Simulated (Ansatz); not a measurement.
Cost and result for the atomization energy of `O=[CH][Ga]([F])[GeH3]` (9 atoms, 8 bonds).

```xyz
9

O    -2.5693    0.8557    0.4787
C    -1.6405    1.5564    0.1769
Ga    0.2043    0.7392   -0.1320
F     1.4038    1.9857   -0.4945
Ge    0.9758   -1.5740   -0.0483
H    -1.7876    2.6576    0.0696
H     1.1537   -1.9920    1.4206
H    -0.0595   -2.5057   -0.6956
H     2.3192   -1.7231   -0.7754
```

Total charge 0; spin multiplicity 1. Correlated methods include outer-core shells of Ga, Ge, which these sets cover unevenly. Scalar relativity is left out up to krypton. All single points use the PBE0-D4/def2-TZVP geometry. It is one conformer, not always the lowest. Program: Ansatz. All runs use 4 threads of an AMD EPYC 9R45 on a shared host. Times are those of one run each, without the atoms' runs, and a repeat can differ threefold. Electronic energies, without spin–orbit coupling; frozen cores. CCSD(T)/CBS adds CCSD(T) − MP2 in def2-TZVPP to the MP2 limit, and its time is that of the two runs behind it. T1 = 0.015. With those shells the extrapolation isn't a true limit. B3LYP takes the VWN-RPA correlation (the form of Gaussian; ORCA's B3LYP/G). HSE06 is the plane-wave form, built on full-range PBE exchange.

CCSD(T)/CBS is a level of theory with its own doubt, some kJ/mol a heavy atom from the limit and from the frozen cores, so smaller differences don't rank the functionals.

```tsv
level	functions	wall time	atomization (kJ/mol)	difference from CCSD(T)/CBS	per bond
LDA (SPW92)/def2-TZVPP	245	0.7 s	3404.7	474.5	59.3
BLYP-D4/def2-TZVPP	245	0.95 s	2913.8	-16.4	-2.1
BHLYP-D4/def2-TZVPP	245	1.8 s	2779.6	-150.6	-18.8
HSE06-D4/def2-TZVPP	245	1.9 s	2898.1	-32.1	-4.0
CAM-B3LYP-D4/def2-TZVPP	245	1.9 s	2919.0	-11.2	-1.4
B3LYP-D4/def2-TZVPP (with forces)	245	2.4 s	2894.7	-35.5	-4.4
r2SCANh-D4/def2-TZVPP	245	2.4 s	2904.0	-26.2	-3.3
PBE-QIDH/def2-TZVPP	245	3 s	2889.5	-40.7	-5.1
ωB97M-V/def2-TZVPP (with forces)	245	5.5 s	2903.5	-26.7	-3.3
CCSD(T)/def2-SVP	126	6 s	2758.9	-171.3	-21.4
MP2/def2-QZVPP	469	11 s	2967.9	37.7	4.7
CCSD(T)/def2-TZVPP	245	92 s	2868.0	-62.2	-7.8
CCSD(T)/CBS(def2)	–	100 s	2930.2	0.0	0.0
```

The D4 term adds +29.1 kJ/mol with B3LYP and +15.4 kJ/mol with PBE0; it sums over pairs of atoms, weighted by their polarisabilities, and B3LYP, whose exchange is more repulsive, gets the larger term. Leaving LDA and LC-ωPBE aside and taking each functional with its dispersion term where it has one, the values, not all of them listed here, spread over 203.2 kJ/mol, from BHLYP-D4 to PBE-D4. LDA lies +439.8 kJ/mol from PBE without D4, its usual overbinding. From r2SCAN to r2SCAN0 (25 % exact exchange), in def2-TZVPP and without D4, the atomization energy moves by −83.1 kJ/mol: exact exchange takes away binding that semilocal exchange gives to molecules.

For some Ge, Se and Sn compounds the MP2-based and the directly extrapolated limit differ by 10 to 25 kJ/mol.
